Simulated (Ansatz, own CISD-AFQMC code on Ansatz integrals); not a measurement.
CH2B2, SMILES `B1=CB1` (charge 0, multiplicity 1).

Cartesian coordinates (Å):
```xyz
5

B     -0.3113     1.0856     0.5984
C     -0.8131     0.0180    -0.0774
B      0.7751     0.1503     0.1063
H     -1.3609    -0.7605    -0.5820
H      1.7102    -0.4934    -0.2199
```
Charge 0, multiplicity 1.

Frozen-core correlation energies in cc-pVDZ at a geometry from PBE0-D3(BJ)/def2-TZVP, on an HF energy of -88.26378 Ha (<S^2> = 0.00, restricted and unstable towards unrestricted orbitals). Wave-function levels are from Ansatz, the walk from an own CISD-AFQMC code on Ansatz integrals (time step 0.005/Ha, trial state from CCSD amplitudes, largest double 0.13).

| level | correlation energy (mHa) |
|---|---|
| MP2 | -289.5 |
| CCSD | -313.6 |
| CCSD(T) | -330.6 |
| CCSDT(Q) | -332.6 |

### Question
What correlation energy does phaseless AFQMC give, and where does it lie among these levels?

### Answer
-331.4 ± 0.4 mHa (one standard error). AFQMC minus each level: MP2 -42.0 mHa, CCSD -17.8 mHa, CCSD(T) -0.8 mHa, CCSDT(Q) +1.2 mHa.
